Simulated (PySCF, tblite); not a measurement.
Isomers of C3H11SSi2 (doublet state), one GFN2-xTB conformer each. Single-point energies are computed at B3LYP/pcH-1 (PySCF, gas phase, no added dispersion term), electronic only. GFN2-xTB treats the open shell by occupation alone, and not every SCF solution was tested for stability.

| SMILES | GFN2-xTB relative energy (kJ/mol) |
| --- | --- |
| CC[SiH]S[SiH2]C | 0.0 |
| CC[SiH2]S[SiH]C | 0.8 |

Conformers: `[CH3:1][CH2:2][SiH:3][S:4][SiH2:5][CH3:6]` (doublet state) with C1–C2–Si3–S4 180°, C2–Si3–S4–Si5 175°, Si3–S4–Si5–C6 180°; `[CH3:1][CH2:2][SiH2:3][S:4][SiH:5][CH3:6]` (doublet state) with C1–C2–Si3–S4 -176°, C2–Si3–S4–Si5 180°, Si3–S4–Si5–C6 -177°.

Q: What does B3LYP/pcH-1 give for the same structures?

A: 
| SMILES | B3LYP/pcH-1 E (Eh) | B3LYP/pcH-1 (kJ/mol) | GFN2-xTB (kJ/mol) | point group |
| --- | --- | --- | --- | --- |
| CC[SiH]S[SiH2]C | -1098.18882 | 0.0 | 0.0 | – |
| CC[SiH2]S[SiH]C | -1098.18857 | 0.6 | 0.8 | – |

Both levels put the same isomer lowest. Neighbours under 21 kJ/mol apart (CC[SiH]S[SiH2]C and CC[SiH2]S[SiH]C) can change places with a better method, another conformer or zero-point energy.

Q: What happens when harmonic zero-point energies from GFN2-xTB frequencies are added?

A: 
```csv
SMILES,ZPE (kJ/mol),electronic (kJ/mol),with ZPE (kJ/mol)
CC[SiH]S[SiH2]C,336.1,0.0,0.0
CC[SiH2]S[SiH]C,336.2,0.6,0.7
```

The zero-point energies span 0.1 kJ/mol. The order is unchanged.
